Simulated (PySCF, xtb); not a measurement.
WF₅, SMILES [F][W]([F])([F])([F])[F] (connectivity only; charge and spin as stated), neutral, multiplicity 2.

Harmonic wavenumbers (cm⁻¹) from GFN2-xTB in xtb at its own minimum, in rising order: 37, 62, 113, 230, 248, 260, 335, 377, 385, 440, 451, 464.

Question: What does PySCF 2.14.0 with r2SCAN-D4/def2-SVP give at its own minimum? (The exact figures need the calculation; the answer reports its results.)

Answer: 77, 78, 183, 195, 223, 257, 326, 636, 678, 704, 729, 739. Paired by order, the mean absolute difference is 131 cm⁻¹ and the zero-point energies are 4.9 and 6.9 kcal/mol.
